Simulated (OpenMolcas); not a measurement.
d8 ions of charge +2 down a group on the Sr site of SrF2

- Program: OpenMolcas 26.06
- Method: CASSCF
- Spin-orbit coupling: state interaction with AMFI integrals over the reference wave functions

The d shell is active. Each dopant is a cluster with its nearest anions in model potentials and point charges, with no relaxation. Distances were set from a Shannon-type radius of the metal (high-spin where two are listed) plus a fixed donor radius (F 1.31 Å), in hosts weighted 0.65 to 0.35 with the host's distance in the model lattice. Ligand basis ANO-RCC-VDZP, DKH2 Hamiltonian. States (labels of O, the rotations of Oh). Energies in cm-1 above the lowest state or level, χT in cm3 K/mol; under a threefold ground state the first gap can be a small split of the lowest multiplet, not the spin-orbit step; 10Dq and B are least-squares fits to the states below 45000 cm-1, weighted by degeneracy, with a free offset, and given where the rms deviation is under 5 % of |10Dq| (or 100 cm-1) and under 700 cm-1; 10Dq is negative for this site. Spin-only χT is S(S+1) / 2 for the spin of the ground state.

| Ion | Shell | R (Å) | Metal basis | Ground state | First state of that spin | 10Dq | B (rms of fit) | First gap with spin-orbit (degeneracies) | χT at 300 K | First state of another spin | Spin-only χT |
| --- | --- | --- | --- | --- | --- | --- | --- | --- | --- | --- | --- |
| Pd2+ | 4d8 | 2.373 | ANO-RCC-VTZP | 3T1 | 3T2 4460 | -5259 | 916 (32) | 746.4 (1, 3) | 1.805 | 1T2 13089 | 1.000 |
| Pt2+ | 5d8 | 2.334 | ANO-RCC-VTZP | 3T1 | 3T2 7105 | -8141 | 821 (42) | 1716 (1, 3) | 0.840 | 1T2 12024 | 1.000 |

|10Dq| changes by a factor of 8141 / 5259 = 1.55 from Pd2+ to Pt2+.

B goes from 916 cm-1 (Pd2+) to 821 cm-1 (Pt2+).

Every ion keeps the highest spin of its shell. χT departs most from the spin-only value for Pd2+, by +0.805 cm3 K/mol.

Without dynamic correlation the repulsion within the d shell is too large (B by tens of per cent), so at a given field states of lower spin stand too high. Real 4d8 and 5d8 ions are as a rule square planar and diamagnetic. With metal d orbitals alone the field can be off either way by tens of per cent. Ligand-to-metal charge-transfer states are missing. With no ligand orbital active B as a rule stays too high, so bands that hang on it stand too high and its fall with covalency is understated. An orbital triplet at a regular site is open to Jahn-Teller coupling, which can distort the site and quench the lowest spin-orbit gaps and is left out (holds for Pd2+). No measured value stands beside these numbers; the geometry was set by hand and not optimised.
